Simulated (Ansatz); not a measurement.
Two isomers of C2H6ClGeN: A = `N=[CH][GeH2][CH2]Cl`, B = `C[N](C)[Ge][Cl]`.

Computed with Ansatz on PBE0-D4/def2-TZVP structures; ΔE is electronic, products minus reactants. CCSD(T)/CBS is the MP2 limit (def2-TZVPP, def2-QZVPP) plus CCSD(T) − MP2 in def2-TZVPP, frozen cores. Functionals use def2-TZVPP. B3LYP here is the variant with VWN-RPA as its local correlation; programs differ in this. For Ge outer-core shells are correlated without core-valence functions, which leaves a few kJ/mol of doubt a bond. Scalar relativity is left out up to krypton. Each species was taken in one conformer, which may not be the lowest.

A:

Z-matrix (Å, degrees):
```
Ge
C 1 1.970
C 1 1.968 2 109.4
H 1 1.537 2 111.7 3 119.6
H 1 1.543 2 106.9 3 -118.9
N 2 1.265 1 125.7 3 120.3
H 2 1.095 1 117.7 3 -58.9
Cl 3 1.783 1 109.7 2 60.8
H 3 1.089 1 111.6 2 -180.0
H 3 1.089 1 111.1 2 -58.1
H 6 1.023 2 111.8 1 0.8
```

B:

Z-matrix (Å, degrees):
```
C
N 1 1.441
H 1 1.098 2 110.7
H 1 1.088 2 110.6 3 -120.5
H 1 1.097 2 110.7 3 119.1
C 2 1.445 1 113.2 3 -59.6
Ge 2 1.823 1 130.3 3 120.4
H 6 1.094 2 110.6 1 180.0
H 6 1.097 2 111.2 1 -60.1
H 6 1.097 2 111.2 1 60.0
Cl 7 2.214 2 99.6 1 -0.0
```

Task: Which is lower in electronic energy at CCSD(T)/CBS, and by how much? (Estimate.)

Result: Computed: B, by 228.2 kJ/mol.

Task: Give E(B) − E(A) in kJ/mol with CCSD(T)/def2-TZVPP, B3LYP, B2PLYP, B3LYP-D4, CCSD/def2-TZVPP, HF/def2-TZVPP, ωB97M-V. (Best estimate.)

Result: Computed: CCSD(T)/def2-TZVPP -213.8, B3LYP -240.4, B2PLYP -234.5, B3LYP-D4 -245.6, CCSD/def2-TZVPP -213.8, HF/def2-TZVPP -217.2, ωB97M-V -234.0. None reverses the order clearly.

Largest T1 diagnostic: 0.014.

The D4 term adds −5.3 kJ/mol with B3LYP and −2.6 kJ/mol with PBE0; it sums over pairs of atoms, weighted by their polarisabilities, and B3LYP, whose exchange is more repulsive, gets the larger term.
